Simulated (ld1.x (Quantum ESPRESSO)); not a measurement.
## nickel (Ni), TM semilocal: configuration errors across variants

nickel, norm-conserving Troullier–Martins (semilocal form), made with ld1.x (Quantum ESPRESSO) 7.5 (PBE, scalar-relativistic). Core [Ne], reference 3s2 3p6 3d8 4s0 4p0 (charge +2). Waves: 3s (bound): rc 1.25 bohr; 3d (bound): rc 1.05 bohr; 3p (bound): rc 1.25 bohr. Local part: the p channel. Core correction: none.

All-electron excitation energies from the reference (eV): (1) 3s2 3p6 3d8 4s2 4p0 -26.673; (2) 3s2 3p6 3d8 4s1 4p0 -17.351; (3) 3s2 3p6 3d7 4s0 4p0 37.467; (4) 3s2 3p5 3d8 4s2 4p0 52.851; (5) 3s2 3p6 3d6 4s0 4p0 95.023; (6) 3s2 3p6 3d7 4s2 4p0 -10.554; (7) 3s2 3p6 3d7 4s2 4p1 -16.128.

A semilocal file is local in each channel, so a ghost entry of none says nothing of the separable form that plane-wave codes build from it.

Errors AE − PS in meV (a dash: test not solved or not reliable):

```csv
change,(1),(2),(3),(4),(5),(6),(7),bound ghosts
base,+2179,+1397,-6.2,+3638,+4.2,+3546,+3152,none
wave 3s (bound): rc 1.25 bohr becomes 3s (bound): rc 0.82 bohr,+184,+118,-10.0,+281,-21,+310,+297,none
wave 3s (bound): rc 1.25 bohr becomes 3s (bound): rc 0.94 bohr,+482,+311,-9.2,+803,-15,+812,+734,none
wave 3s (bound): rc 1.25 bohr becomes 3s (bound): rc 1.14 bohr,+1533,+986,-7.2,+2587,-2.1,+2530,+2246,none
wave 3s (bound): rc 1.25 bohr becomes 3s (bound): rc 1.30 bohr,+2672,+1708,-5.6,+4419,+7.9,+4301,+3832,none
wave 3s (bound): rc 1.25 bohr becomes 3s (bound): rc 1.54 bohr,+4358,+2754,-4.0,+6939,+18,+6752,+6070,none
wave 3s (bound): rc 1.25 bohr becomes 3s (bound): rc 1.72 bohr,+4796,+3019,-3.7,+7550,+19,+7349,+6624,none
wave 3s (bound): rc 1.25 bohr becomes 3s (bound): rc 1.86 bohr,+4622,+2916,-3.8,+7320,+19,+7123,+6412,none
```

(1) Give the same row for: wave 3s (bound): rc 1.25 bohr becomes 3s (bound): rc 1.38 bohr.

## Answers

(1) +3190, +2033, -5.1, +5218, +11, +5076, +4534; bound ghosts: none.
